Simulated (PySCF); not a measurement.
C10H8N2, SMILES c1cc(-c2ccncc2)ccn1, singlet (GFN2-xTB optimised geometry):

```
20

C     -0.160    -2.529     0.000
C     -0.925    -1.375    -0.002
C     -0.277    -0.141     0.001
C     -1.035     1.118     0.002
C     -0.627     2.205     0.773
C     -1.382     3.366     0.738
N     -2.473     3.506     0.006
C     -2.861     2.477    -0.728
C     -2.188     1.267    -0.766
C      1.117    -0.144     0.003
C      1.780    -1.360     0.000
N      1.162    -2.529     0.000
H     -0.626    -3.506     0.002
H     -2.003    -1.431     0.014
H      0.248     2.138     1.401
H     -1.099     4.230     1.325
H     -3.758     2.633    -1.313
H     -2.539     0.463    -1.395
H      1.670     0.782    -0.013
H      2.861    -1.404    -0.002
```

Computed with CAM-B3LYP/def2-SVP run with PySCF.

Task: What are the frontier orbital energies and the dipole moment?

Result: HOMO-2 -8.93 eV, HOMO-1 -8.85 eV, HOMO -8.79 eV, LUMO -0.50 eV, LUMO+1 0.53 eV; dipole moment 0.00 D.

Meta-Löwdin charges at CAM-B3LYP/def2-SVP: C1 0.02, C2 -0.13, C3 0.03, C4 0.03, C5 -0.13, C6 0.02, N7 -0.25, C8 0.02, C9 -0.13, C10 -0.13, C11 0.02, N12 -0.25, H13 0.11, H14 0.11, H15 0.11, H16 0.11, H17 0.11, H18 0.11, H19 0.11, H20 0.11.
